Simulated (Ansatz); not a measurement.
Consider the formal hydrolysis of a Ge–C bond: `[CH3][GeH2][CH2]O` + H₂O → `O[CH2][GeH2][OH]` + CH₄.

Gas-phase electronic energies from Ansatz, PBE0-D4/def2-TZVP geometries. CCSD(T)/CBS is the MP2 limit (def2-TZVPP, def2-QZVPP) plus CCSD(T) − MP2 in def2-TZVPP, frozen cores. This one scheme is used for every species. Functionals use def2-TZVPP. B3LYP here is the variant with VWN-RPA as its local correlation; programs differ in this. For Ge outer-core shells are correlated without core-valence functions, which leaves a few kJ/mol of doubt a bond. Scalar relativity is left out up to krypton. One conformer a species, not always the lowest.

`[CH3][GeH2][CH2]O`:

Cartesian coordinates in Å:
```
C -0.231 -0.992 1.334
Ge -0.782 0.533 0.238
C 0.583 0.826 -1.165
O 0.900 -0.361 -1.872
H -0.163 -1.894 0.724
H -0.958 -1.175 2.126
H 0.739 -0.803 1.798
H -2.147 0.235 -0.412
H -0.912 1.797 1.115
H 0.196 1.531 -1.902
H 1.477 1.286 -0.724
H 1.298 -0.984 -1.259
```

H₂O:

```xyz
3

O     0.038    0.056    0.383
H     0.167   -0.761   -0.103
H    -0.205    0.705   -0.281
```

`O[CH2][GeH2][OH]`:

Z-matrix (Å, degrees):
```
C
Ge 1 1.965
O 1 1.416 2 107.3
H 1 1.098 2 108.9 3 -121.7
H 1 1.097 2 108.3 3 121.5
O 2 1.789 1 107.8 3 -179.5
H 2 1.542 1 110.8 3 60.9
H 2 1.534 1 111.3 3 -64.2
H 3 0.960 1 109.0 2 177.5
H 6 0.959 2 112.5 1 -91.6
```

CH₄:

Z-matrix (Å, degrees):
```
C
H 1 1.090
H 1 1.090 2 109.5
H 1 1.090 2 109.5 3 -120.0
H 1 1.090 2 109.5 3 120.0
```

| level | ΔE (kJ/mol) |
| --- | --- |
| PBE | -42.1 |
| r2SCAN | -47.5 |
| B3LYP | -53.0 |
| LC-ωPBE | -46.0 |
| CCSD(T)/def2-SVP | -53.4 |
| SCS-MP2/def2-TZVPP | -49.2 |
| HF/CBS(def2) | -65.7 |
| MP2/CBS(def2) | -40.7 |

Q: What does CCSD(T)/CBS give? (Best estimate.)

A: Ansatz gave: -40.9 kJ/mol. The listed levels differ from it by -1.2, -6.6, -12.1, -5.1, -12.5, -8.3, -24.8, 0.2 kJ/mol.

Largest T1 diagnostic among the species: 0.011.

The D4 term adds +4.3 kJ/mol with B3LYP and +2.4 kJ/mol with PBE0; it sums over pairs of atoms, weighted by their polarisabilities, and B3LYP, whose exchange is more repulsive, gets the larger term. Leaving LDA and LC-ωPBE aside and taking each functional with its dispersion term where it has one, the values, not all of them listed here, spread over 13.6 kJ/mol, from B97M-V to revPBE-D4. LDA lies +6.5 kJ/mol from PBE without D4.

CCSD(T)/CBS has its own doubt, a few kJ/mol and more with outer-core shells, so smaller differences from it don't rank the levels.
